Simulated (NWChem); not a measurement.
System: 2-butanone (C4H8O); SMILES C(C(=O)C)C

Here is an NWChem input.

```
start job
memory heap 200 mb stack 900 mb global 1100 mb
geometry units angstroms noautosym nocenter noautoz
  C      0.045208     1.865985     0.444792
  C     -0.089192     0.827613    -0.681308
  C     -0.174494    -0.586526    -0.108400
  C      1.143478    -1.310704     0.110474
  O     -1.247876    -1.090315     0.181496
  H      0.084876     2.894199     0.033898
  H      0.966682     1.708532     1.042467
  H     -0.820378     1.805740     1.134367
  H     -1.023022     1.009185    -1.250158
  H      0.770647     0.911226    -1.379395
  H      1.883498    -0.657904     0.618036
  H      1.583161    -1.578062    -0.874275
  H      0.978768    -2.232359     0.697449
end
basis spherical
  * library def2-svp
end
dft
  xc m05-2x
  iterations 150
end
cosmo
  dielec 78.4
end
task dft energy
```

Parts of the log:

```
             Northwest Computational Chemistry Package (NWChem) 7.3.0
             --------------------------------------------------------

                             Geometry "geometry" -> ""
                             -------------------------

 Output coordinates in angstroms (scale by  1.889725989 to convert to a.u.)

  No.       Tag          Charge          X              Y              Z
 ---- ---------------- ---------- -------------- -------------- --------------
    1 C                    6.0000     0.04520800     1.86598500     0.44479200
    2 C                    6.0000    -0.08919200     0.82761300    -0.68130800
    3 C                    6.0000    -0.17449400    -0.58652600    -0.10840000
    4 C                    6.0000     1.14347800    -1.31070400     0.11047400
    5 O                    8.0000    -1.24787600    -1.09031500     0.18149600
    6 H                    1.0000     0.08487600     2.89419900     0.03389800
    7 H                    1.0000     0.96668200     1.70853200     1.04246700
    8 H                    1.0000    -0.82037800     1.80574000     1.13436700
    9 H                    1.0000    -1.02302200     1.00918500    -1.25015800
   10 H                    1.0000     0.77064700     0.91122600    -1.37939500
   11 H                    1.0000     1.88349800    -0.65790400     0.61803600
   12 H                    1.0000     1.58316100    -1.57806200    -0.87427500
   13 H                    1.0000     0.97876800    -2.23235900     0.69744900

 Effective nuclear repulsion energy (a.u.)     174.9887141107

                                 NWChem DFT Module
                                 -----------------

 Summary of "ao basis" -> "ao basis" (spherical)
 ------------------------------------------------------------------------------
       Tag                 Description            Shells   Functions and Types
 ---------------- ------------------------------  ------  ---------------------
 C                          def2-svp                 6       14   3s2p1d
 O                          def2-svp                 6       14   3s2p1d
 H                          def2-svp                 3        5   2s1p

 in cosmo_initialize ...

 solvent parameters
 solvname_short: unkn
 solvname_long:  unknown
 dielec:       78.4000

          ---------------
          -cosmo- solvent
          ---------------
 Cosmo: York-Karplus, doi: 10.1021/jp992097l
 dielectric constant -eps-     =  78.40
 screen = (eps-1)/(eps    )    =   0.98724
 surface charge correction     = lagrangian

   van der Waals surface
 --------------------------

 ---------- ATOMIC COORDINATES (A.U.) ------------ VDWR(ANG.) --
     1    0.08543073    3.52620035    0.84053500     2.000
     2   -0.16854844    1.56396179   -1.28748543     2.000
     3   -0.32974585   -1.10837343   -0.20484630     2.000
     4    2.16086009   -2.47687141    0.20876559     2.000
     5   -2.35814371   -2.06039659    0.34297771     1.720
     6    0.16039238    5.46924307    0.06405793     1.300
     7    1.82676410    3.22865732    1.96997698     1.300
     8   -1.55028963    3.41235381    2.14364280     1.300
     9   -1.93323126    1.90708312   -2.36245606     1.300
    10    1.45631166    1.72196745   -2.60667858     1.300
    11    3.55929512   -1.24325829    1.16791869     1.300
    12    2.99174049   -2.98210477   -1.65214019     1.300
    13    1.84960333   -4.21854682    1.31798750     1.300
 number of segments per atom =         32
 number of   points per atom =         32
 atom (   nspa,  nppa )
 ----------------------
    1 (     20,     0 )       0
    2 (     15,     0 )       0
    3 (     10,     0 )       0
    4 (     20,     0 )       0
    5 (     20,     0 )       0
    6 (     15,     0 )       0
    7 (     15,     0 )       0
    8 (     13,     0 )       0
    9 (     14,     0 )       0
   10 (     14,     0 )       0
   11 (     16,     0 )       0
   12 (     15,     0 )       0
   13 (     15,     0 )       0
 number of -cosmo- surface points =      202
 molecular surface =    126.019 angstrom**2
 molecular volume  =    103.247 angstrom**3
 G(cav/disp)       =      1.490 kcal/mol
 -lineq- algorithm             =   0
 -bem- low  level              =   2
 -bem- from -octahedral-
 gaussian surface charge width =   4.50000
 degree of switching           =   1.00000
 switching function tolerance  =   0.00010
 atomic radii =
 --------------
    1  6.000  2.000
    2  6.000  2.000
    3  6.000  2.000
    4  6.000  2.000
    5  8.000  1.720
    6  1.000  1.300
    7  1.000  1.300
    8  1.000  1.300
    9  1.000  1.300
   10  1.000  1.300
   11  1.000  1.300
   12  1.000  1.300
   13  1.000  1.300
 ...... end of -cosmo- initialization ......

            General Information
            -------------------
          SCF calculation type: DFT
          Wavefunction type:  closed shell.
          No. of atoms     :    13
          No. of electrons :    40
           Alpha electrons :    20
            Beta electrons :    20
          Charge           :     0
          Spin multiplicity:     1
          Use of symmetry is: off; symmetry adaption is: off
          Maximum number of iterations: 150
          AO basis - number of functions:   110
                     number of shells:    54
          Convergence on energy requested:  1.00D-06
          Convergence on density requested:  1.00D-05
          Convergence on gradient requested:  5.00D-04

              XC Information
              --------------
                       M05-2X Method XC Functional
                     Hartree-Fock (Exact) Exchange  0.560
                M05-2X metaGGA Exchange Functional  0.440
                      M05-2X Correlation Potential  1.000

             Grid Information
             ----------------
          Grid used for XC integration:  medium
          Radial quadrature: Mura-Knowles
          Angular quadrature: Lebedev.
          Tag              B.-S. Rad. Rad. Pts. Rad. Cut. Ang. Pts.
          ---              ---------- --------- --------- ---------
          C                   0.70       49          11.0       434
          O                   0.60       49          11.0       434
          H                   0.35       45          12.0       434
          Grid pruning is: on
          Number of quadrature shells:   605
          Spatial weights used:  Erf1

      Superposition of Atomic Density Guess
      -------------------------------------

 Sum of atomic energies:        -229.18462805

      Non-variational initial energy
      ------------------------------

 Total energy =    -232.155773
 1-e energy   =    -655.376663
 2-e energy   =     248.232175
 HOMO         =      -0.320757
 LUMO         =      -0.017517

   convergence    iter        energy       DeltaE   RMS-Dens  Diis-err
 ---------------- ----- ----------------- --------- --------- ---------
     COSMO gas phase
 d= 0,ls=0.0,diis     1   -232.1260366139 -4.07D+02  1.68D-02  8.57D-01
 d= 0,ls=0.0,diis     2   -232.0437198184  8.23D-02  1.01D-02  2.07D+00
 d= 0,ls=0.0,diis     3   -232.2379830405 -1.94D-01  7.99D-04  8.78D-03
 d= 0,ls=0.0,diis     4   -232.2390122920 -1.03D-03  4.39D-04  1.76D-03
 d= 0,ls=0.0,diis     5   -232.2392154599 -2.03D-04  1.11D-04  1.06D-04
  Resetting Diis
 d= 0,ls=0.0,diis     6   -232.2392308620 -1.54D-05  5.91D-05  1.04D-05
 d= 0,ls=0.0,diis     7   -232.2392323512 -1.49D-06  1.69D-05  8.59D-07
 d= 0,ls=0.0,diis     8   -232.2392323674 -1.62D-08  5.76D-06  8.87D-07

   convergence    iter        energy       DeltaE   RMS-Dens  Diis-err
 ---------------- ----- ----------------- --------- --------- ---------
     COSMO solvation phase
 d= 0,ls=0.0,diis     1   -232.2468585882 -7.63D-03  2.17D-03  5.00D-03
 d= 0,ls=0.0,diis     2   -232.2480676206 -1.21D-03  4.10D-04  5.08D-03
 d= 0,ls=0.0,diis     3   -232.2484862315 -4.19D-04  2.00D-04  2.17D-04
 d= 0,ls=0.0,diis     4   -232.2485299711 -4.37D-05  4.96D-05  2.23D-05
 d= 0,ls=0.0,diis     5   -232.2485329892 -3.02D-06  1.93D-05  1.40D-06
 d= 0,ls=0.0,diis     6   -232.2485332350 -2.46D-07  4.71D-06  1.57D-07

         Total DFT energy =     -232.248533235033
      One electron energy =     -660.294435015141
           Coulomb energy =      286.050218940359
    Exchange-Corr. energy =      -33.130192408722
 Nuclear repulsion energy =      174.988714110692

             COSMO energy =        0.137161137779

 Numeric. integr. density =       39.999995576935

                                   COSMO solvation results
                                   -----------------------

                 gas phase energy =      -232.239232367366
                 sol phase energy =      -232.248533235033
 (electrostatic) solvation energy =         0.009300867666 (    5.84 kcal/mol)

                       DFT Final Molecular Orbital Analysis
                       ------------------------------------

 Vector   18  Occ=2.000000D+00  E=-4.196211D-01
              MO Center= -2.9D-01,  1.9D-01, -6.9D-02, r^2= 3.4D+00
   Bfn.  Coefficient  Atom+Function         Bfn.  Coefficient  Atom+Function
  ----- ------------  ---------------      ----- ------------  ---------------
    62      0.317419   5 O  pz               20     -0.243938   2 C  pz
    65      0.225796   5 O  pz                6      0.220559   1 C  pz
    91      0.203833  10 H  s                61      0.174589   5 O  py
    81      0.157751   8 H  s                 5      0.146802   1 C  py
    23     -0.143899   2 C  pz               34      0.138926   3 C  pz

 Vector   19  Occ=2.000000D+00  E=-4.086251D-01
              MO Center= -5.8D-02,  8.6D-01, -1.1D-01, r^2= 3.4D+00
   Bfn.  Coefficient  Atom+Function         Bfn.  Coefficient  Atom+Function
  ----- ------------  ---------------      ----- ------------  ---------------
    18     -0.293933   2 C  px               86      0.276722   9 H  s
     4      0.272692   1 C  px               76      0.245309   7 H  s
    62      0.183538   5 O  pz               81     -0.184331   8 H  s
    91     -0.181754  10 H  s                65      0.127422   5 O  pz
    77      0.127007   7 H  s                87      0.127339   9 H  s

 Vector   20  Occ=2.000000D+00  E=-3.262481D-01
              MO Center= -5.8D-01, -6.6D-01,  1.1D-02, r^2= 2.4D+00
   Bfn.  Coefficient  Atom+Function         Bfn.  Coefficient  Atom+Function
  ----- ------------  ---------------      ----- ------------  ---------------
    61      0.423895   5 O  py               64      0.326095   5 O  py
    19      0.244800   2 C  py               60     -0.239801   5 O  px
    45      0.232782   4 C  s                17     -0.226010   2 C  s
    46     -0.226657   4 C  px               33     -0.187690   3 C  py
    63     -0.182411   5 O  px               22      0.175572   2 C  py

 Vector   21  Occ=0.000000D+00  E= 2.824308D-02
              MO Center= -2.7D-01, -5.2D-01, -8.6D-02, r^2= 2.6D+00
   Bfn.  Coefficient  Atom+Function         Bfn.  Coefficient  Atom+Function
  ----- ------------  ---------------      ----- ------------  ---------------
    37      0.478928   3 C  pz               34      0.466080   3 C  pz
     3     -0.422283   1 C  s                65     -0.390718   5 O  pz
    62     -0.344374   5 O  pz               36      0.270506   3 C  py
    72      0.271678   6 H  s               102      0.258970  12 H  s
    87      0.216994   9 H  s                33      0.200953   3 C  py

 Vector   22  Occ=0.000000D+00  E= 1.081409D-01
              MO Center=  9.6D-01,  3.9D-01,  3.8D-02, r^2= 7.1D+00
   Bfn.  Coefficient  Atom+Function         Bfn.  Coefficient  Atom+Function
  ----- ------------  ---------------      ----- ------------  ---------------
    45      1.636119   4 C  s                17      1.275068   2 C  s
     3      1.071103   1 C  s                97     -0.903164  11 H  s
    92     -0.760235  10 H  s                77     -0.748311   7 H  s
   102     -0.635370  12 H  s                31     -0.610237   3 C  s
   107     -0.586669  13 H  s                72     -0.549440   6 H  s

 Vector   23  Occ=0.000000D+00  E= 1.473641D-01
              MO Center=  4.2D-01,  4.9D-01, -2.2D-02, r^2= 9.3D+00
   Bfn.  Coefficient  Atom+Function         Bfn.  Coefficient  Atom+Function
  ----- ------------  ---------------      ----- ------------  ---------------
     3      2.294473   1 C  s                45     -1.584766   4 C  s
   102      1.231780  12 H  s                82     -1.152975   8 H  s
    72     -0.876457   6 H  s                17     -0.620493   2 C  s
   107      0.607528  13 H  s                77     -0.592296   7 H  s
    92      0.473745  10 H  s                21     -0.362131   2 C  px

     Multipole analysis of the density
     ---------------------------------

     L   x y z        total         alpha         beta         nuclear
     -   - - -        -----         -----         ----         -------
     0   0 0 0     -0.000000    -20.000000    -20.000000     40.000000

     1   1 0 0      1.355203      0.685894      0.685894     -0.016584
     1   0 1 0      0.712040      0.435157      0.435157     -0.158274
     1   0 0 1     -0.331244     -0.229594     -0.229594      0.127944

     2   2 0 0    -25.170473    -67.602142    -67.602142    110.033811
     2   1 1 0     -2.959970      4.354052      4.354052    -11.668074
     2   1 0 1      0.400881     -0.341149     -0.341149      1.083179
     2   0 2 0    -23.615409   -138.927949   -138.927949    254.240489
     2   0 1 1      0.415591     -0.419566     -0.419566      1.254723
     2   0 0 2    -22.743171    -32.534500    -32.534500     42.325828
```

Level: M05-2X/def2-SVP, COSMO on the gas-phase geometry. All runs use the structure optimised with PBE-D3(BJ)/def2-SVP. Not confirmed as a minimum by frequencies. COSMO prints the solvation energy as gas minus solution, so a positive value is a stabilisation.
